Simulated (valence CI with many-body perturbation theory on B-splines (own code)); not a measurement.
Basis-set convergence for Er LIV

Computed by valence CI with perturbative core correlation (CI+MBPT): five valence electrons over a frozen Dirac-Fock core [Ne], radial functions for each j: 9 s, 9 p, 8 d, 6 f, 3 g, 1 h, with the one-electron correlation potential Σ1, the two-electron term Σ2, the three-electron term Σ3, Breit, model QED; selected CI, second order for the rest, scaled by the run's own slope (own B-spline code, finite nucleus).

No measured spectrum was set against this ion. As an estimate, large intervals hold to a few tenths of a per cent, small ones and those within an open d or f shell to about a per cent. Among the levels kept, up to 1300 cm⁻¹ of a level comes from second order outside the variational space, and about a tenth of that is noise between levels of different J, which matters for small intervals.

The reference run has the lowest level (3s^2 3p1/2^2 3p3/2) J=3/2 and an ionisation energy of 4980.26 eV. Its largest variational space holds 19999 state functions.

Levels are named by their leading jj configuration (3d3/2^4 stands for four electrons in 3d with j = 3/2), which in mixed levels can hold well under half, so a name can repeat and another be missing. Letters in brackets count levels of one name in rising energy.

Changed runs:
A. basis 6 s, 6 p, 5 d, 3 f, 1 g
B. basis 5 s, 5 p, 4 d, 2 f

Excitation energies of the reference run in cm⁻¹, and shifts in cm⁻¹:

```csv
Level,Reference,A,B
(3s^2 3p1/2^2 3d3/2) J=3/2,1660350,+227,+657
(3s^2 3p1/2 3p3/2^2) J=3/2,1813570,-133,-411
(3s^2 3p1/2 3p3/2^2) J=5/2,1900480,+18,+116
(3s^2 3p1/2 3p3/2^2) J=1/2,2011090,+54,+256
(3s^2 3p1/2^2 3d5/2) J=5/2,2189210,+290,+829
(3s 3p1/2^2 3p3/2^2) J=5/2,3045800,-124,-344
(3s 3p1/2^2 3p3/2^2) J=3/2,3265180,-29,-110
(3s 3p1/2^2 3p3/2^2) J=1/2,3272250,-25,+2.0
(3s^2 3p1/2 3p3/2 3d3/2) J=5/2 [a],3458130,+108,+234
(3s^2 3p1/2 3p3/2 3d3/2) J=3/2 [a],3479920,+67,+154
(3s^2 3p1/2 3p3/2 3d3/2) J=1/2 [a],3480290,+18,-7.2
(3s^2 3p1/2 3p3/2 3d3/2) J=7/2,3547300,+300,+965
Ionisation energy (eV),4980.26,-0.042,-0.15
```
